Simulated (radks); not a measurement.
Values are calculated unless marked as measured or tabulated.
Tc II, 42 electrons, occupied as [Kr] 4d5 5s1.

Level of theory: Dirac Kohn-Sham, LDA (Slater exchange, Perdew-Wang correlation), spin-unpolarised, spherical densities, point nucleus; open shells are shared between the two j in proportion to 2j + 1 (a radial shooting solver on a logarithmic mesh with Libxc functionals).

Energy parts (Ry):
total: -8563.25276
kinetic: 8892.69976
electron-nucleus: -20678.53752
Hartree: 3470.32197
exchange-correlation: -247.73697

Orbitals (lengths in bohr, moments of r in powers of bohr; <r^-3> diverges for s and p1/2):
| orbital | occ. | eigenvalue (Ry) | <r^-3> | <r^2> | small-component weight |
|---|---|---|---|---|---|
| 1s1/2 | 2 | -1531.538 | - | 0.001589 | 2.46e-02 |
| 2s1/2 | 2 | -218.9933 | - | 0.02637 | 5.06e-03 |
| 2p1/2 | 2 | -202.1197 | - | 0.01985 | 5.08e-03 |
| 2p3/2 | 4 | -193.4425 | 2591 | 0.02121 | 4.90e-03 |
| 3s1/2 | 2 | -38.56754 | - | 0.1983 | 1.36e-03 |
| 3p1/2 | 2 | -32.07808 | - | 0.1954 | 1.31e-03 |
| 3p3/2 | 4 | -30.62589 | 439.5 | 0.2055 | 1.27e-03 |
| 3d3/2 | 4 | -19.09991 | 64.97 | 0.1896 | 1.15e-03 |
| 3d5/2 | 6 | -18.82047 | 61.79 | 0.1928 | 1.14e-03 |
| 4s1/2 | 2 | -5.95262 | - | 1.267 | 3.23e-04 |
| 4p1/2 | 2 | -4.04798 | - | 1.519 | 2.74e-04 |
| 4p3/2 | 4 | -3.82785 | 66.65 | 1.602 | 2.62e-04 |
| 4d3/2 | 2 | -1.06458 | 5.246 | 3.353 | 1.41e-04 |
| 4d5/2 | 3 | -1.04269 | 4.937 | 3.431 | 1.38e-04 |
| 5s1/2 | 1 | -0.86121 | - | 10.22 | 4.50e-05 |
| 5p1/2 | 0 | -0.53261 | - | 15.62 | 2.95e-05 |
| 5p3/2 | 0 | -0.51470 | 5.451 | 16.38 | 2.83e-05 |
| 6s1/2 | 0 | -0.22877 | - | 60.68 | 1.05e-05 |

The highest occupied level is 5s1/2 at -11.717 eV. The density falls to 0.001 e/bohr^3 at r = 4.21 bohr.
